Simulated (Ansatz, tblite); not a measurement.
Forces on Ca₈O₈ (started as a model of: 2x2x4 CaO rock-salt block) at its PBE-D4/def2-SVP geometry. Total charge 0; singlet.

The xTB rows come from tblite.

GFN2-xTB (tblite), largest force 0.20 eV/Å:

```xyz
16
positions Å, forces eV/Å
Ca   -2.738   -2.466    0.343    0.189    0.022    0.036
O    -0.653   -1.763    0.557   -0.074    0.034   -0.031
Ca    1.499   -1.079    0.794   -0.197    0.000   -0.047
O     3.534   -0.185    0.918    0.025   -0.137    0.061
O    -3.459   -0.563    1.043   -0.018    0.061    0.138
Ca   -1.414    0.239    1.408    0.194    0.037   -0.048
O     0.733    0.962    1.543    0.071   -0.002   -0.051
Ca    2.817    1.682    1.712   -0.186   -0.045    0.025
O    -2.817   -1.650   -1.646    0.048   -0.050   -0.135
Ca   -0.693   -0.982   -1.611    0.163    0.089    0.082
O     1.421   -0.202   -1.336    0.044    0.043    0.061
Ca    3.489    0.542   -1.106   -0.166   -0.079   -0.059
Ca   -3.568    0.242   -0.950    0.164    0.102   -0.003
O    -1.501    1.003   -0.764   -0.041   -0.074    0.020
Ca    0.609    1.822   -0.591   -0.159   -0.125    0.013
O     2.741    2.399   -0.315   -0.055    0.126   -0.064
```

r2SCAN-D4/def2-SVP (Ansatz), largest force 0.12 eV/Å:

```
Ca 0.026 0.106 -0.037
O 0.007 0.056 -0.021
Ca 0.003 0.077 -0.030
O -0.076 0.019 -0.026
O 0.073 0.004 -0.038
Ca -0.007 -0.037 -0.073
O -0.010 -0.028 -0.052
Ca -0.031 -0.055 -0.096
O 0.053 0.040 0.050
Ca -0.041 0.020 0.069
O -0.034 0.013 0.048
Ca -0.074 0.018 0.086
Ca 0.080 -0.069 0.047
O 0.036 -0.041 0.025
Ca 0.045 -0.060 0.035
O -0.051 -0.064 0.014
```

PBE0-D4/def2-SVP (Ansatz), largest force 0.25 eV/Å:

```
Ca 0.080 0.225 -0.072
O 0.012 0.031 -0.010
Ca -0.029 0.133 -0.060
O -0.100 0.043 -0.041
O 0.096 -0.003 -0.067
Ca 0.022 -0.058 -0.135
O -0.014 -0.017 -0.027
Ca -0.090 -0.122 -0.197
O 0.060 0.057 0.082
Ca -0.042 0.051 0.133
O -0.026 0.003 0.023
Ca -0.178 0.027 0.172
Ca 0.188 -0.130 0.098
O 0.027 -0.017 0.013
Ca 0.050 -0.125 0.063
O -0.056 -0.098 0.026
```
